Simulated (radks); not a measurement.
Results of a calculation; reference values are marked as such.
Excited configurations of the silicon ion Si13+: one electron is placed in a higher orbital outside the bare nucleus. The ground configuration is 1s1. Level of theory: scalar-relativistic Kohn-Sham, SCAN, spin-unpolarised, spherical densities, finite nucleus; meta-GGA in the generalised Kohn-Sham scheme; Fermi nuclear charge, rms radius 3.1224 fm; without spin polarisation the odd electron is poorly described (a radial shooting solver on a logarithmic mesh with Libxc functionals). Excitation = E - E(ground); binding = E(ion) - E, where the ion is the core of charge +14; n* = 14/sqrt(2 binding) in atomic units. These energies are relativistic, and a one-electron ion of charge +14 with no core already has n* below n in this formula (scalar-relativistic equation, point nucleus: 2p 1.998, 3p 2.998, 3d 2.999, 4f 3.999, 5f 4.999). The quantum defect is therefore taken as that value minus n*, so that it holds no relativistic shift of the bare ion.

| outer orbital | excitation (eV) | binding (eV) | n* | quantum defect | eigenvalue (eV) | <r> (bohr) |
|---|---|---|---|---|---|---|
| 2p | 1993.4 | 655.96 | 2.016 | -0.018 | -630.03 | 0.3601 |
| 3p | 2356.0 | 293.33 | 3.015 | -0.017 | -283.61 | 0.8961 |
| 3d | 2358.2 | 291.15 | 3.026 | -0.027 | -278.50 | 0.7577 |
| 4f | 2485.4 | 163.98 | 4.033 | -0.033 | -156.65 | 1.298 |
| 5f | 2543.9 | 105.50 | 5.028 | -0.028 | -101.48 | 2.266 |

The Delta-SCF ionisation energy is 2649.4 eV (NIST Atomic Spectra Database: 2673.2 eV, theoretical). Self-interaction in the functional shifts the binding energies and quantum defects, so they are the method's values and not measured ones. Spin polarisation and multiplet splitting are left out, so open shells lie too high by an amount that depends on their filling.
